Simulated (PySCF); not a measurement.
C5H7O2 (charge -1).
Atom-mapped SMILES: `[CH3:1][C@@H:2]1[CH2:3][C@H:4]1[C:5](=[O:6])[O-:7]` (hydrogens: H8, H9, H10 on C1; H11 on C2; H12, H13 on C3; H14 on C4)

Structure optimised with GFN2-xTB, isolated species.

(1) List the bond lengths, angles and torsions at this level.

Results:

(1) 
```tsv
bond	length (bohr)	order
C1–C2	2.853	single
C2–C3	2.828	single
C3–C4	2.839	single
C4–C5	2.956	single
C5=O6	2.344	double
C5–O7	2.342	single
C2–C4	2.833	single
C1–H8, C1–H9, C1–H10	2.062	single
C2–H11	2.050	single
C3–H12	2.042	single
C3–H13	2.050	single
C4–H14	2.052	single
```

Bonds in one row agree within 0.02 bohr and their mean is given. Orders are formal, as drawn. A selection of angles:
```tsv
angle	degrees
C2–C1–H8	110.4
C2–C1–H9	110.6
H8–C1–H9	108.2
C1–C2–C3	120.1
C1–C2–C4	121.0
C1–C2–H11	114.4
C3–C2–C4	60.2
C3–C2–H11	115.7
C4–C2–H11	114.9
C2–C3–C4	60.0
C2–C3–H12	117.6
C2–C3–H13	118.6
C4–C3–H12	116.6
C4–C3–H13	119.3
H12–C3–H13	114.3
C3–C4–C5	119.1
C3–C4–H14	117.6
C5–C4–H14	113.5
C2–C4–C3	59.8
C2–C4–C5	119.0
C2–C4–H14	117.8
C4–C5–O6	114.8
C4–C5–O7	115.9
O6–C5–O7	129.3
```

Torsions: C1–C2–C3–C4 -111° (anticlinal); C2–C3–C4–C5 -109° (anticlinal); C3–C4–C5–O6 -145° (anticlinal); C1–C2–C4–C3 109° (anticlinal).

C5 (carboxylate carbon) is planar (angles 129.3°, 115.9° and 114.8°, sum 360.0°, 0.00 Å off the plane of its three neighbours). Of the pairs four or more bonds apart, O7···H11 is among the closest relative to their van der Waals radii: 2.60 Å, 96 % of the sum of Bondi's values. The C–C distances run from 1.496 Å (C2–C3, drawn single) to 1.564 Å (C4–C5, drawn single), a spread of 0.068 Å. The 3-membered ring C2–C3–C4 has internal angles of 59.8° to 60.2°.

Point group: C1 (no symmetry element, even within 0.4 Å). Not checked by GFN2-xTB frequencies.

One conformer stands for the species.

All values are computed, not measured.
